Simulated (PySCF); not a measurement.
Cost against size for one kind of job: PBE0-D3(BJ)/def2-SVP geometry optimisation, gas phase, def2 core potentials past Kr (PySCF 2.14.0); work: geometry optimisation from a GFN2-xTB start shaken at random. Hardware: Arm Neoverse V1, one thread (shared host). Times come from a shared host and carry two figures at best. Peak memory is the resident size of the whole Python process, interpreter and libraries included.

| species (SMILES) | atoms | electrons | basis functions | SCF cycles | gradient evaluations | wall time | peak memory |
| --- | --- | --- | --- | --- | --- | --- | --- |
| [O]=[Os](=[O])(=[O])=[O] | 5 | 108 | 88 | 42 | 5 | ? | ? |
| [AlH2][O][SiH2]I | 8 | 92 | 96 | 51 | 8 | 34 s | 0.41 GiB |
| F[C](F)(F)[GeH2][SiH3] | 11 | 84 | 131 | 74 | 13 | ? | ? |
| CC#[C][GeH2][Br] | 10 | 90 | 131 | 67 | 11 | 96 s | 0.54 GiB |
| CC(C)OC1=[O+][BH2-]OC=C1 | 21 | 76 | 195 | 95 | 13 | 4.3 min | 1.1 GiB |

**Question.** Estimate the withheld figures.

**Answer.** `[O]=[Os](=[O])(=[O])=[O]`: 20 s, 0.37 GiB; `F[C](F)(F)[GeH2][SiH3]`: 2.0 min, 0.53 GiB.

**Question.** With all rows, how does the wall time grow with the number of basis functions N?

**Answer.** A straight line through log(time) against log(N) has slope 3.2 between N = 88 and 195, and the rows scatter about it by a factor of about 1.3 (standard error of the fit). This is a fit to these rows, whose iteration counts differ, not the method's formal scaling.

**Question.** Which species took longest, and how many times the shortest run?

**Answer.** `CC(C)OC1=[O+][BH2-]OC=C1`, at 4.3 min: about 13 times the shortest (20 s).
